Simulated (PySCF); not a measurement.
**Yb²⁺ (ytterbium, charge +2) across methods**

[Xe] 4f13 6s1, high-spin 3F determinant (an excited configuration). Computed with PySCF 2.14 in cc-pVDZ-X2C (8s7p5d3f1g, 84 functions), with scalar relativity by spin-free X2C-1e.

| method | E (hartree) | mean ε 4f α (eV) | mean ε 4f β (eV) | mean ε 6s α (eV) | Σ⟨r²⟩ (bohr²) | ⟨S²⟩ |
| --- | --- | --- | --- | --- | --- | --- |
| PBE0 | -14058.44 | -30.957 | -29.877 | -18.206 | 45.39 | 2.000 |
| UHF | -14053.79835 | -40.785 | -39.310 | -19.528 | 45.69 | 2.001 |
| BLYP | -14059.57 | -27.124 | -26.185 | -17.651 | 45.47 | 2.000 |
| LDA | -14049.24 | -27.686 | -26.684 | -17.925 | 45.38 | 2.000 |
| revPBE | -14059.06 | -27.301 | -26.332 | -17.544 | 45.44 | 2.000 |
| PBE | -14058.66 | -27.355 | -26.386 | -17.638 | 45.43 | 2.000 |
| M06-L | -14058.40 | -27.485 | -26.347 | -17.533 | 45.39 | 2.001 |
| r2SCAN | -14058.78 | -27.631 | -26.563 | -17.718 | 45.43 | 2.000 |

Spin-orbit coupling, absent here, splits the open shell strongly.
